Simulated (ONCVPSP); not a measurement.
## What one change does to a pseudopotential (aluminium, ONCV)

```
Element                 : Al (Z = 13)
Generator               : ONCVPSP 4.0.1
Type                    : optimised norm-conserving Vanderbilt (ONCV)
Functional              : PBEsol
Relativity              : scalar-relativistic
Frozen core             : [Ne]
Valence charge          : 3
Reference configuration : 3s2 3p1
Partial waves           : 3s: rc 1.45 bohr, ncon 3, nbas 7, qcut 4.8 1/bohr, 2 projectors, debl 3.4 Ha; 3p: rc 2.70 bohr, ncon 4, nbas 8, qcut 3 1/bohr, 1 projector; d scattering state at 0.31 Ha: rc 2.45 bohr, ncon 4, nbas 9, qcut 4.5 1/bohr, 2 projectors, debl 2.7 Ha
Local potential         : polynomial inside 1.40 bohr (lpopt 5, dvloc0 0 Ha)
Core correction         : Teter function, fcfact 4.5, rcfact 1.35
```

All-electron outer shells of the reference configuration (PBEsol, scalar-relativistic, ld1.x):

```csv
shell,level (eV),outermost node (bohr),outermost maximum (bohr)
2s,-107.85,0.16,0.50
2p,-69.54,–,0.43
3s,-7.71,0.80,2.09
3p,-2.69,0.82,2.64
```

Change: core correction Teter function, fcfact 4.5, rcfact 1.74.

Cutoffs: the cutoffs (Ha) at which the residual kinetic energy of the hardest occupied pseudo-wave falls to 1 and 0.1 mHa per electron; they do not see the model core or the augmentation charge, which bear on the density cutoff. Errors are all-electron minus pseudo energies relative to the spin-unpolarised reference configuration.

Question: How do hardness, ghosts and transferability respond?

Answer: The potential gets neither clearly harder nor softer (7.1 Ha and 43 Ha → 7.1 Ha and 43 Ha); both files keep a bound ghost (s); of the 4 tests that both files solve, the error grows in 4 and shrinks in 0 by more than 15 % and 0.3 meV (median size 2.3 → 7.0 meV). A model core, the more so a compact one, raises the density cutoff, which this test does not measure.

| quantity | base | changed |
| --- | --- | --- |
| cutoff, loose | 7.1 Ha | 7.1 Ha |
| cutoff, tight | 43 Ha | 43 Ha |
| bound ghosts | s | s |
| GHOST(+) flags under 300 eV | none | none |
| error for 3s2 3p0, meV [ΔE 5.74 eV] | 0.0 | -2.9 |
| error for 3s1 3p0, meV [ΔE 24.91 eV] | -25 | -147 |
| error for 3s2 3p0.5, meV [ΔE 2.07 eV] | +0.1 | +0.4 |
| error for 3s1 3p2, meV [ΔE 5.12 eV] | -4.4 | -11 |
| s: phases at 1.47 bohr within 0.05 rad from the reference energy up to (Ha; the scan ends near 5) | to the end of the scan | to the end of the scan |
| p: phases at 2.74 bohr within 0.05 rad from the reference energy up to (Ha; the scan ends near 5) | 0.9 | 0.9 |
| d: phases at 2.49 bohr within 0.05 rad from the reference energy up to (Ha; the scan ends near 5) | to the end of the scan | to the end of the scan |
| rms error of d²Exc/dni dnj with the model core, mHa | 0.86 | 4.04 |

Base: The cutoffs count occupied waves only; projector 2 of the s channel, the hardest unoccupied one, needs 63 Ha at the loose tolerance. Changed file: The cutoffs count occupied waves only; projector 2 of the s channel, the hardest unoccupied one, needs 63 Ha at the loose tolerance. A true bound ghost makes a file unfit for plane-wave use even where its test errors are small: the radial tests pick states by their node count and pass the ghost by.
